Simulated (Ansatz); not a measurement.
Basis-set extrapolation for `CSB(O)F` (PBE0-D4/def2-TZVP geometry, frozen core, Ansatz 0.2.0). Multiplicity 1, RHF reference.

|  | def2-TZVPP | def2-QZVPP |
| --- | --- | --- |
| HF | -636.981562 | -637.003739 |
| MP2 correlation | -0.932304 | -1.009733 |
| CCSD(T) correlation | -1.000744 | not run |

Energies in hartree. Use E(X) = E(∞) + A·exp(−7.88·√X) for Hartree–Fock and E(X) = E(∞) + B·X^(−2.97) for correlation, with X = 3 and 4, and add CCSD(T) minus MP2 of the smaller set to the MP2 limit.

**Question.** What is the CCSD(T) energy at the basis-set limit?

**Answer.** HF limit: -637.003739 + (-0.022177) × 0.13774 = -637.00679. MP2 limit: -1.009733 + (-0.077429) × 0.74074 = -1.06709. Higher-order term: -1.000744 − (-0.932304) = -0.06844. Total: -638.14232 hartree, 420.1 kJ/mol below CCSD(T)/def2-TZVPP.
